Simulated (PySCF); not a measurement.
This script is equivalent to a calculation on P⁺ (phosphorus, charge +1).

```python
from pyscf import gto, scf, dft, mp, cc
import basis_set_exchange as bse
mol = gto.M(atom="P 0 0 0", charge=1, spin=2, symmetry="D2h",
            basis=gto.basis.parse(bse.get_basis("x2c-TZVPall", elements=["P"], fmt="nwchem", header=False)),
            nucmod="G")
mf = dft.UKS(mol, xc="M06L").sfx2c1e()
mf.irrep_nelec = {'Ag': (3, 3), 'B1u': (2, 1), 'B2u': (2, 1), 'B3u': (1, 1)}
mf.kernel()
```

**Question.** What total energy does it give?

**Answer.** -341.683 hartree (calculated).

**Question.** Which occupied shell lies highest, and where?

**Answer.** 3p α, at -14.997 eV.

**Question.** What is ⟨S²⟩, and what would a pure spin state give?

**Answer.** 2.004, against 2.00.
